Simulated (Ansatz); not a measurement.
Ansatz (a program for electronic structure) job for C₃H₄BFO, SMILES OB1C=C[C@H]1F, PBE0-D3(BJ)/def2-SVP. 

Ansatz 0.2 input:
```yaml
crystal:
  periodic: [false, false, false]
  atoms:
    - {symbol: O, position_ang: [1.86654169, 0.83124985, 0.04756886]}
    - {symbol: B, position_ang: [0.59562082, 0.56006218, 0.28794321]}
    - {symbol: C, position_ang: [-0.72803321, 1.36557002, 0.25798453]}
    - {symbol: C, position_ang: [-1.41971157, 0.23710394, 0.02710524]}
    - {symbol: C, position_ang: [-0.33793932, -0.77742920, 0.29084165]}
    - {symbol: F, position_ang: [-0.15987397, -1.73091817, -0.71385127]}
    - {symbol: H, position_ang: [2.47300633, 0.09743480, -0.06054059]}
    - {symbol: H, position_ang: [-1.09804700, 2.37586741, 0.27635170]}
    - {symbol: H, position_ang: [-2.43739279, 0.05497250, -0.27569979]}
    - {symbol: H, position_ang: [-0.49503365, -1.35178965, 1.20869445]}
basis:
  gaussian:
    orbitals: def2-SVP
hamiltonian:
  xc: pbe0
  dispersion: d3bj
relax: {f_tol: 0.002, max_steps: 200}
```

Log of the run:

```
WARN ansatz: RAYON_NUM_THREADS=2 ignored (pool sized by the plan → 2); use --threads N
Functional definition: PBE0
integrals: 0.06 GiB planned
1165 factors; integrals over basis functions are off by at most 3.0e-4 eV
mean field: 0.42 GiB planned
mean field evaluation 1: about -8594.1979 eV, gradient 5.4e1 eV
mean field evaluation 2: about -8592.6245 eV, gradient 6.2e1 eV
mean field evaluation 4: about -8600.2288 eV, gradient 2.2e0 eV
mean field evaluation 8: about -8600.2951 eV, gradient 1.4e-1 eV
mean field evaluation 16: about -8600.2952 eV, gradient 1.5e-5 eV
mean field -8600.29517309 eV, -316.0550181218 hartree, gradient 1.5e-5 eV, S^2 0.000000; 0 other end points of the search recorded, 0 dependent functions left out
the calculation of the forces begins
reference -8600.29519608 eV, -316.0550189663 hartree; 22, 22 occupied and 82, 82 virtual orbitals, 1165 factors
relax step   1: F+E_penalty+E_count = -8600.45485466 eV  Δ(F+E_penalty+E_count) = +0.000e0 eV  max|allowed force component| = 1.340e0 eV/Å  Δτ_max = 0.0000 Å  (28 SCF iters, accepted)
these checks for a lower state are left out or cut short: starts, cluster_reference, orbital_swaps, neighbouring_geometries, increment
integrals: 0.06 GiB planned
1165 factors; integrals over basis functions are off by at most 3.1e-4 eV
mean field: 0.42 GiB planned
mean field -8600.35329167 eV, -316.0571539402 hartree, gradient 1.3e-5 eV, S^2 0.000000; 0 other end points of the search recorded, 0 dependent functions left out
the calculation of the forces begins
reference -8600.35331478 eV, -316.0571547895 hartree; 22, 22 occupied and 82, 82 virtual orbitals, 1165 factors
relax step   2: F+E_penalty+E_count = -8600.51214496 eV  Δ(F+E_penalty+E_count) = -5.729e-2 eV  max|allowed force component| = 6.673e-1 eV/Å  Δτ_max = 0.0452 Å  (32 SCF iters, accepted)
these checks for a lower state are left out or cut short: starts, cluster_reference, orbital_swaps, neighbouring_geometries, increment
integrals: 0.06 GiB planned
1165 factors; integrals over basis functions are off by at most 3.2e-4 eV
mean field: 0.42 GiB planned
mean field -8600.36640223 eV, -316.0576357441 hartree, gradient 1.2e-5 eV, S^2 0.000000; 0 other end points of the search recorded, 0 dependent functions left out
the calculation of the forces begins
reference -8600.36642531 eV, -316.0576365923 hartree; 22, 22 occupied and 82, 82 virtual orbitals, 1165 factors
relax step   3: F+E_penalty+E_count = -8600.52503827 eV  Δ(F+E_penalty+E_count) = -1.289e-2 eV  max|allowed force component| = 1.684e-1 eV/Å  Δτ_max = 0.0341 Å  (31 SCF iters, accepted)
these checks for a lower state are left out or cut short: starts, cluster_reference, orbital_swaps, neighbouring_geometries, increment
integrals: 0.06 GiB planned
1165 factors; integrals over basis functions are off by at most 3.2e-4 eV
mean field: 0.42 GiB planned
mean field evaluation 32: about -8600.3114 eV, gradient 1.1e0 eV
mean field -8600.37020830 eV, -316.0577756146 hartree, gradient 1.3e-5 eV, S^2 0.000000; 0 other end points of the search recorded, 0 dependent functions left out
the calculation of the forces begins
reference -8600.37023136 eV, -316.0577764621 hartree; 22, 22 occupied and 82, 82 virtual orbitals, 1165 factors
relax step   4: F+E_penalty+E_count = -8600.52884706 eV  Δ(F+E_penalty+E_count) = -3.809e-3 eV  max|allowed force component| = 9.793e-2 eV/Å  Δτ_max = 0.0155 Å  (32 SCF iters, accepted)
these checks for a lower state are left out or cut short: starts, cluster_reference, orbital_swaps, neighbouring_geometries, increment
integrals: 0.06 GiB planned
1165 factors; integrals over basis functions are off by at most 3.2e-4 eV
mean field: 0.42 GiB planned
mean field -8600.37202687 eV, -316.0578424459 hartree, gradient 1.3e-5 eV, S^2 0.000000; 0 other end points of the search recorded, 0 dependent functions left out
the calculation of the forces begins
reference -8600.37204990 eV, -316.0578432921 hartree; 22, 22 occupied and 82, 82 virtual orbitals, 1165 factors
relax step   5: F+E_penalty+E_count = -8600.53076692 eV  Δ(F+E_penalty+E_count) = -1.920e-3 eV  max|allowed force component| = 5.464e-2 eV/Å  Δτ_max = 0.0196 Å  (32 SCF iters, accepted)
these checks for a lower state are left out or cut short: starts, cluster_reference, orbital_swaps, neighbouring_geometries, increment
integrals: 0.06 GiB planned
1165 factors; integrals over basis functions are off by at most 3.2e-4 eV
mean field: 0.42 GiB planned
mean field -8600.37276977 eV, -316.0578697470 hartree, gradient 1.3e-5 eV, S^2 0.000000; 0 other end points of the search recorded, 0 dependent functions left out
the calculation of the forces begins
reference -8600.37279277 eV, -316.0578705924 hartree; 22, 22 occupied and 82, 82 virtual orbitals, 1165 factors
relax step   6: F+E_penalty+E_count = -8600.53160425 eV  Δ(F+E_penalty+E_count) = -8.373e-4 eV  max|allowed force component| = 3.281e-2 eV/Å  Δτ_max = 0.0192 Å  (32 SCF iters, accepted)
these checks for a lower state are left out or cut short: starts, cluster_reference, orbital_swaps, neighbouring_geometries, increment
integrals: 0.06 GiB planned
1165 factors; integrals over basis functions are off by at most 3.2e-4 eV
mean field: 0.42 GiB planned
mean field -8600.37296532 eV, -316.0578769332 hartree, gradient 1.3e-5 eV, S^2 0.000000; 0 other end points of the search recorded, 0 dependent functions left out
the calculation of the forces begins
reference -8600.37298832 eV, -316.0578777786 hartree; 22, 22 occupied and 82, 82 virtual orbitals, 1165 factors
relax step   7: F+E_penalty+E_count = -8600.53183024 eV  Δ(F+E_penalty+E_count) = -2.260e-4 eV  max|allowed force component| = 2.405e-2 eV/Å  Δτ_max = 0.0102 Å  (32 SCF iters, accepted)
these checks for a lower state are left out or cut short: starts, cluster_reference, orbital_swaps, neighbouring_geometries, increment
integrals: 0.06 GiB planned
1165 factors; integrals over basis functions are off by at most 3.2e-4 eV
mean field: 0.42 GiB planned
mean field evaluation 64: about -8600.3732 eV, gradient 4.3e-4 eV
mean field -8600.37315064 eV, -316.0578837436 hartree, gradient 1.3e-5 eV, S^2 0.000000; 0 other end points of the search recorded, 0 dependent functions left out
the calculation of the forces begins
reference -8600.37317365 eV, -316.0578845893 hartree; 22, 22 occupied and 82, 82 virtual orbitals, 1165 factors
relax step   8: F+E_penalty+E_count = -8600.53194354 eV  Δ(F+E_penalty+E_count) = -1.133e-4 eV  max|allowed force component| = 3.187e-2 eV/Å  Δτ_max = 0.0120 Å  (32 SCF iters, accepted)
these checks for a lower state are left out or cut short: starts, cluster_reference, orbital_swaps, neighbouring_geometries, increment
integrals: 0.06 GiB planned
1165 factors; integrals over basis functions are off by at most 3.2e-4 eV
mean field: 0.42 GiB planned
mean field -8600.37318391 eV, -316.0578849662 hartree, gradient 1.6e-5 eV, S^2 0.000000; 0 other end points of the search recorded, 0 dependent functions left out
the calculation of the forces begins
reference -8600.37320693 eV, -316.0578858122 hartree; 22, 22 occupied and 82, 82 virtual orbitals, 1165 factors
relax step   9: F+E_penalty+E_count = -8600.53200555 eV  Δ(F+E_penalty+E_count) = -6.201e-5 eV  max|allowed force component| = 1.752e-2 eV/Å  Δτ_max = 0.0102 Å  (25 SCF iters, accepted)
these checks for a lower state are left out or cut short: starts, cluster_reference, orbital_swaps, neighbouring_geometries, increment
integrals: 0.06 GiB planned
1165 factors; integrals over basis functions are off by at most 3.2e-4 eV
mean field: 0.42 GiB planned
mean field -8600.37320693 eV, -316.0578858125 hartree, gradient 6.7e-5 eV, S^2 0.000000; 0 other end points of the search recorded, 0 dependent functions left out
the calculation of the forces begins
reference -8600.37322995 eV, -316.0578866585 hartree; 22, 22 occupied and 82, 82 virtual orbitals, 1165 factors
relax step  10: F+E_penalty+E_count = -8600.53201450 eV  Δ(F+E_penalty+E_count) = -8.946e-6 eV  max|allowed force component| = 1.025e-2 eV/Å  Δτ_max = 0.0016 Å  (21 SCF iters, accepted)
these checks for a lower state are left out or cut short: starts, cluster_reference, orbital_swaps, neighbouring_geometries, increment
integrals: 0.06 GiB planned
1165 factors; integrals over basis functions are off by at most 3.2e-4 eV
mean field: 0.42 GiB planned
mean field -8600.37321188 eV, -316.0578859942 hartree, gradient 8.8e-5 eV, S^2 0.000000; 0 other end points of the search recorded, 0 dependent functions left out
the calculation of the forces begins
reference -8600.37323490 eV, -316.0578868401 hartree; 22, 22 occupied and 82, 82 virtual orbitals, 1165 factors
relax step  11: F+E_penalty+E_count = -8600.53201699 eV  Δ(F+E_penalty+E_count) = -2.489e-6 eV  max|allowed force component| = 5.476e-3 eV/Å  Δτ_max = 0.0021 Å  (21 SCF iters, accepted)
these checks for a lower state are left out or cut short: starts, cluster_reference, orbital_swaps, neighbouring_geometries, increment
integrals: 0.06 GiB planned
1165 factors; integrals over basis functions are off by at most 3.2e-4 eV
mean field: 0.42 GiB planned
mean field -8600.37321390 eV, -316.0578860685 hartree, gradient 4.7e-5 eV, S^2 0.000000; 0 other end points of the search recorded, 0 dependent functions left out
the calculation of the forces begins
reference -8600.37323692 eV, -316.0578869144 hartree; 22, 22 occupied and 82, 82 virtual orbitals, 1165 factors
relax step  12: F+E_penalty+E_count = -8600.53201999 eV  Δ(F+E_penalty+E_count) = -3.001e-6 eV  max|allowed force component| = 1.408e-3 eV/Å  Δτ_max = 0.0012 Å  (21 SCF iters, accepted)
integrals: 0.06 GiB planned
1165 factors; integrals over basis functions are off by at most 3.2e-4 eV
mean field: 0.42 GiB planned
mean field evaluation 96: about -8600.3732 eV, gradient 1.5e-2 eV
mean field -8600.37321390 eV, -316.0578860685 hartree, gradient 4.7e-5 eV, S^2 0.000000; 1 other end points of the search recorded, 0 dependent functions left out
the calculation of the forces begins
reference -8600.37323692 eV, -316.0578869144 hartree; 22, 22 occupied and 82, 82 virtual orbitals, 1165 factors
Total energy: -8600.53204301 eV, -316.0637229305 hartree
Atom 0 at     1.854194     0.830844     0.011121 Å, force     0.000025     0.000441    -0.000089 eV/Å
Atom 1 at     0.565475     0.552824     0.280318 Å, force    -0.000191    -0.000203     0.000495 eV/Å
Atom 2 at    -0.732537     1.385650     0.295118 Å, force     0.000068    -0.000073    -0.000586 eV/Å
Atom 3 at    -1.392723     0.234457     0.011191 Å, force    -0.000672     0.000662    -0.000207 eV/Å
Atom 4 at    -0.322684    -0.789644     0.299274 Å, force     0.000553    -0.001408    -0.000573 eV/Å
Atom 5 at    -0.100238    -1.724994    -0.694440 Å, force    -0.000243     0.000745     0.000600 eV/Å
Atom 6 at     2.393288     0.038045    -0.083729 Å, force    -0.000132    -0.000169    -0.000003 eV/Å
Atom 7 at    -1.112503     2.408054     0.327350 Å, force     0.000129    -0.000374     0.000234 eV/Å
Atom 8 at    -2.415391     0.055201    -0.349255 Å, force     0.000266     0.000079     0.000062 eV/Å
Atom 9 at    -0.477742    -1.328313     1.249450 Å, force     0.000198     0.000300     0.000067 eV/Å
Dipole moment:    -0.039335     0.002065     0.181069 e Å
```

The calculation finished and met its thresholds.
